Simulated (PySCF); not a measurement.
**Basis and Hamiltonian dependence of the excitation energy of Ta²⁺**

Ta²⁺ [Xe] 4f14 5d3 (4F) → Ta²⁺ [Xe] 4f14 5d2 6s1 (4F). All values are computed (PySCF 2.14, energy differences of UHF-based or UKS calculations, no spin-orbit coupling). Values in eV.

```tsv
basis	Hamiltonian	functions	UHF	r2SCAN	PBE0	MP2 (valence)	CCSD(T) (valence)	CCSD(T) (valence and next inner shell)
aug-cc-pVDZ-PP with ECP60MDF	ECP	54	0.846	0.835	0.875	0.863	0.858	n/a
def2-TZVPPD with the def2 core potential (60 electrons)	ECP	59	0.774	0.761	0.818	0.821	0.820	0.627
aug-cc-pwCVDZ-PP with ECP60MDF	ECP	70	0.784	0.791	0.839	0.826	0.824	0.574
def2-QZVPPD with the def2 core potential (60 electrons)	ECP	84	0.744	0.701	0.761	0.796	0.793	0.623
aug-cc-pVTZ-PP with ECP60MDF	ECP	88	0.748	0.727	0.785	0.788	0.784	n/a
x2c-TZVPPall	spin-free X2C	97	0.780	0.632	0.740	0.813	0.813	n/a
ANO-RCC-VTZP	spin-free X2C	104	0.752	0.576	0.666	0.789	0.790	n/a
aug-cc-pVTZ-PP with one added diffuse shell each of s, p, d, f, g type with ECP60MDF	ECP	113	0.748	0.727	0.785	0.787	n/a	n/a
aug-cc-pwCVTZ-PP with ECP60MDF	ECP	122	0.747	0.728	0.787	0.797	n/a	n/a
x2c-QZVPPall	spin-free X2C	144	0.759	n/a	n/a	n/a	n/a	n/a
```

**Question.** Estimate the row for x2c-TZVPPall with one added diffuse shell each of s, p, d, f type (spin-free X2C, 113 functions).

**Answer.** From the rows with the same Hamiltonian and similar size; the calculation gives UHF 0.77; r2SCAN 0.61; PBE0 0.72; MP2 (valence) 0.80; CCSD(T) (valence) 0.80 (eV).

Frozen in the all-electron rows: valence: [Xe] 4f14; valence and next inner shell: [Kr] 4d10 4f14; with a core potential, the same shells as far as they lie outside it.
